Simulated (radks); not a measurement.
K10+, 9 electrons, occupied as [He] 2s2 2p5.

Method: scalar-relativistic Kohn-Sham, exchange-only LDA, spin-polarised, spherical densities, point nucleus; open shells are filled with parallel spins first; computed with a radial shooting solver on a logarithmic mesh with Libxc functionals.

Energy parts (hartree):
part                   energy
total              -552.69441
kinetic             556.81295
electron-nucleus  -1224.57518
Hartree             138.71435
exchange            -23.64653

Orbitals (lengths in bohr, moments of r in powers of bohr; r(max) is where P^2 peaks):
[
 {"orbital": "1s up", "occ.": "1", "eigenvalue (hartree)": "-139.6563", "<1/r>": "18.68", "<r^2>": "0.008856", "r(max)": "0.05313"},
 {"orbital": "1s down", "occ.": "1", "eigenvalue (hartree)": "-139.5368", "<1/r>": "18.69", "<r^2>": "0.008844", "r(max)": "0.05311"},
 {"orbital": "2s up", "occ.": "1", "eigenvalue (hartree)": "-22.21651", "<1/r>": "3.932", "<r^2>": "0.1659", "r(max)": "0.3126"},
 {"orbital": "2s down", "occ.": "1", "eigenvalue (hartree)": "-22.03108", "<1/r>": "3.917", "<r^2>": "0.1669", "r(max)": "0.3132"},
 {"orbital": "2p up", "occ.": "3", "eigenvalue (hartree)": "-19.77002", "<1/r>": "3.851", "<r^2>": "0.1365", "r(max)": "0.2547"},
 {"orbital": "2p down", "occ.": "2", "eigenvalue (hartree)": "-19.55577", "<1/r>": "3.838", "<r^2>": "0.1378", "r(max)": "0.2554"}
]

The highest occupied level is 2p down at -532.14 eV. For comparison, the ionisation energy in NIST's Atomic Spectra Database is 566 eV (semi-empirical). In exact Kohn-Sham theory the highest level is minus the ionisation energy, but local and semilocal functionals leave it too shallow, through self-interaction and a potential that decays too fast; potentials with the right tail come closer. The density falls to 0.001 e/bohr^3 at r = 1.19 bohr. Spin moment in Bohr magnetons: 1. Summed over all electrons, <r^2> = 1.035 bohr^2, which gives a Langevin (diamagnetic) susceptibility term of -0.82 x 10^-6 cm^3/mol.
